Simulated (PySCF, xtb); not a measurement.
C₂H₁₄Si₄, SMILES C([SiH2][SiH2]C[SiH3])[SiH3].

GFN2-xTB run with xtb 6.7.1 at its own geometry gives an orbital gap of 4.20 eV and a dipole moment of 0.49 D.

Coordinates come from a PBE0-D3(BJ)/def2-SVP optimisation. The structure was generated by enumeration, and PubChem lists no compound with its InChIKey, so it may never have been made. Other conformers were not sampled.

### Question
What does B3LYP/def2-TZVP (PySCF) give? (Estimate from the structure and the level; the computed values follow.)

### Answer
gap 7.02 eV (levels -7.52 and -0.50 eV), dipole 1.30 D.
